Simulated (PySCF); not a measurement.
Ge(H)2(NH2)2 (GeH₆N₂), SMILES [GeH2]([NH2])[NH2]. Atoms are numbered in the order given.

```xyz
9

Ge    -0.0374     0.3379     0.0772
N      1.5860    -0.3657    -0.4283
N     -1.3354    -0.9767     0.1870
H      0.0651     0.9050     1.5060
H     -0.3216     1.4578    -0.9558
H      1.8122    -1.2551     0.0146
H      1.7080    -0.4645    -1.4343
H     -2.1227    -0.7471     0.7917
H     -1.6994    -1.3130    -0.7030
```

The structure is a stationary point at B3LYP-D3(BJ)/def2-SVP. One conformer was computed; it need not be the lowest.

These are B3LYP/def2-TZVPD (PySCF) values and carry that method's errors.

Isolated molecule, no solvent.

The total energy comes out as -2190.23977 hartree. The highest occupied level is -7.04 eV and the lowest empty level comes out as -0.17 eV. The orbital gap is 6.87 eV and the dipole moment comes out as 1.50 D. The quadrupole, principal values (traceless, Buckingham form, about the centre of nuclear charge) is -4.93, 0.09, 4.84 D·Å. The mean static polarisability is 52.0 bohr³ (7.70 Å³) and the polarisability, principal values is 47.8, 51.1, 57.0 bohr³.
